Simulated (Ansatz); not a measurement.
C4H12AsN⁺, that is AsMe2(NMe2) with one electron fewer. The state is a doublet with charge 1. Geometry r2SCAN-D4/def2-SVP, that of the neutral singlet.

```csv
atom,x (Å),y (Å),z (Å)
As1,-0.626,0.008,1.033
C2,0.747,1.282,1.635
H3,1.534,0.773,2.209
H4,0.271,2.025,2.294
H5,1.188,1.787,0.762
C6,-1.736,1.353,0.122
H7,-1.142,1.856,-0.656
H8,-2.073,2.090,0.868
H9,-2.628,0.892,-0.327
N10,0.313,-0.546,-0.532
C11,-0.539,-1.249,-1.475
C12,1.493,-1.333,-0.220
H13,0.024,-1.431,-2.409
H14,-1.416,-0.638,-1.739
H15,-0.903,-2.239,-1.115
H16,2.152,-0.788,0.473
H17,1.273,-2.331,0.226
H18,2.068,-1.511,-1.147
```

(1) Estimate the α-spin orbital energies around the gap (eV) in Ansatz with HF/def2-TZVP, PBE-D4/def2-TZVP, PBE0-D4/def2-TZVP.

Answers

(1) 
| orbital | HF/def2-TZVP | PBE-D4/def2-TZVP | PBE0-D4/def2-TZVP |
| --- | --- | --- | --- |
| HOMO−5 | -19.47 | -14.27 | -15.80 |
| HOMO−4 | -19.01 | -13.68 | -15.21 |
| HOMO−3 | -18.78 | -13.27 | -14.74 |
| HOMO−2 | -18.13 | -12.75 | -13.98 |
| HOMO−1 | -16.71 | -12.28 | -13.83 |
| HOMO | -14.69 | -11.03 | -12.29 |
| LUMO | -1.33 | -5.86 | -4.95 |
| LUMO+1 | -0.53 | -4.90 | -3.96 |
| LUMO+2 | -0.37 | -3.83 | -3.00 |
| LUMO+3 | 0.39 | -3.43 | -2.49 |
| LUMO+4 | 0.98 | -2.84 | -1.95 |
| LUMO+5 | 1.05 | -2.60 | -1.73 |
| β HOMO | -14.76 | -11.72 | -12.63 |
| β LUMO | -4.59 | -10.06 | -9.19 |
